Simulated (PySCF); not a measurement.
SMILES Cl[SiH2][SiH2]C(C)(C)C (C4H13ClSi2) (GFN2-xTB optimised geometry):

```
20

C      2.409    -0.482     0.000
C      0.880    -0.482     0.000
C      0.382     0.964     0.000
C      0.387    -1.178    -1.268
Si     0.222    -1.400     1.558
Si    -2.088    -1.316     1.693
Cl    -2.675     0.189     2.920
H      2.794    -1.499    -0.006
H      2.797     0.023     0.882
H      2.792     0.033    -0.881
H      0.722     1.492     0.890
H     -0.706     1.004    -0.024
H      0.758     1.499    -0.873
H      0.759    -0.664    -2.155
H     -0.700    -1.187    -1.316
H      0.739    -2.208    -1.305
H      0.687    -2.795     1.479
H      0.892    -0.811     2.729
H     -2.683    -2.530     2.256
H     -2.797    -1.074     0.432
```

Calculation: PBE0/def2-SVP in PySCF.

Problem. What are the frontier orbital energies and the dipole moment?

Solution. HOMO-2 -8.67 eV, HOMO-1 -8.38 eV, HOMO -7.77 eV, LUMO -0.37 eV, LUMO+1 0.02 eV; dipole moment 1.86 D.

Meta-Löwdin charges at PBE0/def2-SVP: C1 -0.30, C2 -0.12, C3 -0.30, C4 -0.30, Si5 0.35, Si6 0.42, Cl7 -0.28, H8 0.10, H9 0.10, H10 0.10, H11 0.10, H12 0.09, H13 0.10, H14 0.10, H15 0.09, H16 0.10, H17 -0.09, H18 -0.08, H19 -0.09, H20 -0.09.
